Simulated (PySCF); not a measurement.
Correlation energy of Te²⁺ (tellurium, charge +2)

[Kr] 4d10 5s2 5p2, high-spin 3P determinant. All numbers are calculated (PySCF 2.14, a scalar-relativistic core potential, in def2-TZVPPD with the def2 core potential (28 electrons)). Frozen: 4s2 4p6 4d10; 4 electrons correlated.

MP2 pair energies summed by pair of shells (mhartree):

| pair | energy | share (%) |
| --- | --- | --- |
| 5s-5p | -29.84 | 62.4 |
| 5s-5s | -13.36 | 27.9 |
| 5p-5p | -4.64 | 9.7 |

Total MP2 correlation energy: -47.84 mhartree.

Same-spin part -7.80 and opposite-spin part -40.04 mhartree; SCS-MP2 scales them by 1/3 and 6/5 to -50.65 mhartree.
